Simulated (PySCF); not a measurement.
Electron correlation in Ti+ (titanium, charge +1)

[Ar] 3d2 4s1, high-spin 4F determinant. Calculation: PySCF 2.14, in cc-pVDZ-DK (6s5p3d1f, 43 functions); scalar relativity by spin-free X2C-1e. Frozen: [Ar]; 3 electrons correlated.

MP2 pair energies summed by pair of shells (mhartree):

```tsv
pair	energy	share (%)
3d-4s	-4.94	60.8
3d-3d	-3.19	39.2
```

Total MP2 correlation energy: -8.12 mhartree.

Same-spin part -8.12 and opposite-spin part 0.00 mhartree; SCS-MP2 scales them by 1/3 and 6/5 to -2.71 mhartree.
